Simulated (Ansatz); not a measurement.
Ansatz (a program for electronic structure) input (HF/3-21G): The .json file is the Basis Set Exchange's 3-21G.

Ansatz 0.2 input:
```yaml
crystal:
  periodic: [false, false, false]
  atoms:
    - {symbol: F, position_ang: [-1.59748539, -1.01913693, -0.02137480]}
    - {symbol: C, position_ang: [-0.88307155, 0.02634670, -0.01948077]}
    - {symbol: F, position_ang: [-1.53330549, 1.11254499, -0.04769120]}
    - {symbol: Br, position_ang: [0.95644421, -0.02853579, 0.02109939]}
basis:
  gaussian:
    orbitals: 3-21G.json
hamiltonian:
  xc: {name: HF}
total_charge: 1
phonons: {temperatures: {t_min: 298.15, t_max: 298.15, t_step: 100}}
```

Output:

```
WARN ansatz: RAYON_NUM_THREADS=1 ignored (pool sized by the plan → 1); use --threads N
Functional definition: HF
integrals: 0.01 GiB planned
544 factors; integrals over basis functions are off by at most 1.2e-4 eV
mean field: 0.12 GiB planned
mean field evaluation 1: about -76054.7044 eV, gradient 4.6e1 eV
mean field evaluation 2: about -76054.8431 eV, gradient 4.6e1 eV
mean field evaluation 4: about -76058.9974 eV, gradient 2.1e0 eV
mean field evaluation 8: about -76059.0417 eV, gradient 2.0e-1 eV
mean field -76059.04221915 eV, -2795.1182468834 hartree, gradient 3.3e-5 eV, S^2 0.000000; 0 other end points of the search recorded, 0 dependent functions left out
the calculation of the forces begins
reference -76059.04221915 eV, -2795.1182468834 hartree; 29, 29 occupied and 21, 21 virtual orbitals, 544 factors
these checks for a lower state are left out or cut short: stability, starts, cluster_reference, orbital_swaps, neighbouring_geometries, increment
integrals: 0.01 GiB planned
544 factors; integrals over basis functions are off by at most 1.2e-4 eV
mean field: 0.12 GiB planned
mean field evaluation 16: about -76059.0404 eV, gradient 8.5e-1 eV
mean field -76059.04213811 eV, -2795.1182439052 hartree, gradient 1.9e-6 eV, S^2 0.000000; 0 other end points of the search recorded, 0 dependent functions left out
the calculation of the forces begins
reference -76059.04213811 eV, -2795.1182439052 hartree; 29, 29 occupied and 21, 21 virtual orbitals, 544 factors
these checks for a lower state are left out or cut short: stability, starts, cluster_reference, orbital_swaps, neighbouring_geometries, increment
integrals: 0.01 GiB planned
544 factors; integrals over basis functions are off by at most 1.2e-4 eV
mean field: 0.12 GiB planned
mean field evaluation 32: about -76059.0421 eV, gradient 1.9e-6 eV
mean field -76059.04213853 eV, -2795.1182439205 hartree, gradient 1.9e-6 eV, S^2 0.000000; 0 other end points of the search recorded, 0 dependent functions left out
the calculation of the forces begins
reference -76059.04213853 eV, -2795.1182439205 hartree; 29, 29 occupied and 21, 21 virtual orbitals, 544 factors
these checks for a lower state are left out or cut short: stability, starts, cluster_reference, orbital_swaps, neighbouring_geometries, increment
integrals: 0.01 GiB planned
544 factors; integrals over basis functions are off by at most 1.2e-4 eV
mean field: 0.12 GiB planned
mean field -76059.04214112 eV, -2795.1182440157 hartree, gradient 1.9e-6 eV, S^2 0.000000; 0 other end points of the search recorded, 0 dependent functions left out
the calculation of the forces begins
reference -76059.04214112 eV, -2795.1182440157 hartree; 29, 29 occupied and 21, 21 virtual orbitals, 544 factors
these checks for a lower state are left out or cut short: stability, starts, cluster_reference, orbital_swaps, neighbouring_geometries, increment
integrals: 0.01 GiB planned
544 factors; integrals over basis functions are off by at most 1.2e-4 eV
mean field: 0.12 GiB planned
mean field -76059.04214138 eV, -2795.1182440253 hartree, gradient 1.9e-6 eV, S^2 0.000000; 0 other end points of the search recorded, 0 dependent functions left out
the calculation of the forces begins
reference -76059.04214138 eV, -2795.1182440253 hartree; 29, 29 occupied and 21, 21 virtual orbitals, 544 factors
these checks for a lower state are left out or cut short: stability, starts, cluster_reference, orbital_swaps, neighbouring_geometries, increment
integrals: 0.01 GiB planned
544 factors; integrals over basis functions are off by at most 1.2e-4 eV
mean field: 0.12 GiB planned
mean field -76059.04204964 eV, -2795.1182406538 hartree, gradient 1.9e-6 eV, S^2 0.000000; 0 other end points of the search recorded, 0 dependent functions left out
the calculation of the forces begins
reference -76059.04204964 eV, -2795.1182406538 hartree; 29, 29 occupied and 21, 21 virtual orbitals, 544 factors
these checks for a lower state are left out or cut short: stability, starts, cluster_reference, orbital_swaps, neighbouring_geometries, increment
integrals: 0.01 GiB planned
544 factors; integrals over basis functions are off by at most 1.2e-4 eV
mean field: 0.12 GiB planned
mean field evaluation 64: about -76059.0420 eV, gradient 1.0e-3 eV
mean field -76059.04204890 eV, -2795.1182406266 hartree, gradient 1.9e-6 eV, S^2 0.000000; 0 other end points of the search recorded, 0 dependent functions left out
the calculation of the forces begins
reference -76059.04204890 eV, -2795.1182406266 hartree; 29, 29 occupied and 21, 21 virtual orbitals, 544 factors
these checks for a lower state are left out or cut short: stability, starts, cluster_reference, orbital_swaps, neighbouring_geometries, increment
integrals: 0.01 GiB planned
544 factors; integrals over basis functions are off by at most 1.2e-4 eV
mean field: 0.12 GiB planned
mean field -76059.04219386 eV, -2795.1182459539 hartree, gradient 1.9e-6 eV, S^2 0.000000; 0 other end points of the search recorded, 0 dependent functions left out
the calculation of the forces begins
reference -76059.04219386 eV, -2795.1182459539 hartree; 29, 29 occupied and 21, 21 virtual orbitals, 544 factors
these checks for a lower state are left out or cut short: stability, starts, cluster_reference, orbital_swaps, neighbouring_geometries, increment
integrals: 0.01 GiB planned
544 factors; integrals over basis functions are off by at most 1.2e-4 eV
mean field: 0.12 GiB planned
mean field -76059.04219344 eV, -2795.1182459383 hartree, gradient 1.9e-6 eV, S^2 0.000000; 0 other end points of the search recorded, 0 dependent functions left out
the calculation of the forces begins
reference -76059.04219344 eV, -2795.1182459383 hartree; 29, 29 occupied and 21, 21 virtual orbitals, 544 factors
Total energy: -76059.04221915 eV, -2795.1182468834 hartree
Atom 0 at    -1.597485    -1.019137    -0.021375 Å, force    -0.000038    -0.000012    -0.000001 eV/Å
Atom 1 at    -0.883072     0.026347    -0.019481 Å, force    -0.000042     0.000001    -0.000001 eV/Å
Atom 2 at    -1.533305     1.112545    -0.047691 Å, force    -0.000037     0.000015    -0.000001 eV/Å
Atom 3 at     0.956444    -0.028536     0.021099 Å, force     0.000117    -0.000004     0.000003 eV/Å
Dipole moment:    -0.098477     0.002938    -0.002172 e Å
Vibrations: 333.93 379.46 637.58 728.48 1444.67 1632.12 cm⁻¹, zero-point energy 0.319646 eV
```

The blocks after the first are displaced geometries, from whose forces the wavenumbers follow.

The dipole moment of an ion depends on the origin.
